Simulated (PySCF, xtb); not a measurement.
InI, SMILES [In][I] (connectivity only; charge and spin as stated), neutral, multiplicity 1.

GFN2-xTB in xtb at its own geometry gives an orbital gap of 4.92 eV and a dipole moment of 8.35 D.

The structure is a stationary point at PBE0-D3(BJ)/def2-TZVP. The def2 effective core potentials stand for the cores of I, In; spin–orbit coupling is left out.

### Question
What does r2SCAN/def2-TZVPD in PySCF give? (An estimate is asked for; the answer gives what the named calculation found.)

### Answer
gap 3.76 eV (levels -6.21 and -2.45 eV), dipole 3.38 D.
